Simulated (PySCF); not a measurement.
F (fluorine, neutral) across methods

[He] 2s1 2p6, 2S determinant (an excited configuration). All numbers are calculated (PySCF 2.14, scalar relativity by spin-free X2C-1e, in aug-cc-pCVTZ-DK with one added diffuse shell each of s, p, d, f type (8s7p5d3f, 75 functions)).

| method | E (hartree) | mean ε 2s α (eV) | mean ε 2p α (eV) | mean ε 2p β (eV) | Σ⟨r²⟩ (bohr²) | ⟨S²⟩ |
| --- | --- | --- | --- | --- | --- | --- |
| PBE | -99.0568 | -31.425 | -12.407 | -10.652 | 11.07 | 0.754 |
| wB97X-V | -99.0800 | -37.904 | -17.502 | -15.125 | 10.99 | 0.755 |
| HSE06 | -99.0278 | -35.045 | -14.574 | -11.942 | 10.94 | 0.756 |
| TPSSh | -99.1083 | -33.774 | -13.614 | -11.337 | 10.94 | 0.755 |
| r2SCAN | -99.0509 | -33.412 | -13.189 | -10.906 | 10.90 | 0.757 |
| PBE0 | -99.0160 | -35.506 | -15.005 | -12.358 | 10.94 | 0.756 |
| B3LYP | -99.1266 | -34.688 | -14.626 | -12.183 | 11.01 | 0.756 |
| UHF | -98.61248 | -47.269 | -22.381 | -16.270 | 10.88 | 0.775 |
| LDA | -98.5170 | -31.120 | -12.546 | -10.876 | 11.09 | 0.753 |
